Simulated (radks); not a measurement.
Charge is removed step by step from the 5d down level of Pt, starting from [Xe] 4f14 5d(up 5, down 4) 6s1. Method: non-relativistic Kohn-Sham, r2SCAN, spin-polarised, spherical densities, point nucleus; open shells are filled with parallel spins first (spin-orbit coupling, left out, can overturn this in heavy ions); meta-GGA in the generalised Kohn-Sham scheme; relativity is left out, which matters for an element this heavy; computed with a radial shooting solver on a logarithmic mesh with Libxc functionals.

| removed (e) | E - E(0) (eV) | eigenvalue (eV) | E minus straight line (eV) |
|---|---|---|---|
| 0 | 0.000 | -6.811 | 0.000 |
| 0.125 | 0.924 | -7.979 | -0.543 |
| 0.25 | 1.996 | -9.180 | -0.939 |
| 0.375 | 3.220 | -10.410 | -1.182 |
| 0.5 | 4.600 | -11.669 | -1.270 |
| 0.625 | 6.139 | -12.954 | -1.199 |
| 0.75 | 7.840 | -14.265 | -0.966 |
| 0.875 | 9.706 | -15.599 | -0.567 |
| 1 | 11.740 | -16.955 | 0.000 |

Removing the whole electron costs 11.740 eV by Delta-SCF, against 6.811 eV from minus the eigenvalue at the starting occupation. Slater's transition state (half an electron removed) gives 11.669 eV. Integrating minus the eigenvalue over the occupation (Janak's theorem) gives 11.740 eV. The mean slope of the eigenvalue, de/dn, is 10.1 eV per electron.
